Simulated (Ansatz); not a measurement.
Ideal-gas functions of CH₄BFOS, SMILES `OBC(F)S` at 600 K and 1 bar, from an Ansatz frequency run at PBE0-D4/def2-TZVP.

Molar mass 93.92 g/mol, point group C1 (symmetry number 1), electronic degeneracy 1, moments of inertia 73.315, 194.337, 243.572 u Å². Harmonic wavenumbers (cm⁻¹, unscaled): 84, 218, 246, 296, 383, 570, 671, 764, 825, 889, 964, 1019, 1025, 1169, 1228, 1305, 1429, 2656, 2700, 3079, 3796.

Use S(trans) = R[1.5 ln M + 2.5 ln T − 1.1517]; rotational temperatures θ = 24.2544 K / I; S(rot) = R[ln(√π/σ · √(T³/θAθBθC)) + 1.5]; for each mode x = 1.438777 ν̃/T, S = R[x/(eˣ − 1) − ln(1 − e⁻ˣ)] and H = RT x/(eˣ − 1); 1 cm⁻¹ = 0.0119627 kJ/mol; R = 8.31446 J/(mol·K).

Question: By hand: the entropy, in J/(mol·K).

Answer: Translation 180.0. Rotation: θ = 0.3308, 0.1248, 0.0996 K, giving 119.9. Vibration, mode by mode: 21.65, 13.80, 12.82, 11.34, 9.31, 6.33, 5.20, 4.35, 3.88, 3.44, 2.98, 2.69, 2.66, 2.02, 1.81, 1.56, 1.23, 0.11, 0.10, 0.04, 0.01, in all 107.3. Electronic 0.0. Sum 407.2 J/(mol·K).

Question: By hand: H − E and G − E in kJ/mol, counted from the electronic energy.

Answer: Zero-point energy ½ × 25316 × 0.0119627 = 151.4; thermal vibration 34.2; translation, rotation and pV give 4 RT = 20.0. H − E = 205.6 kJ/mol, and G − E = 205.6 − 600 × 407.2/1000 = -38.7 kJ/mol.

Vibration gives 26 % of the entropy, 21.7 J/(mol·K) of it from the mode under 150 cm⁻¹: soft modes count most, and the harmonic formula is weakest for them. The sum counts one conformer and one mirror image; others add a mixing term.
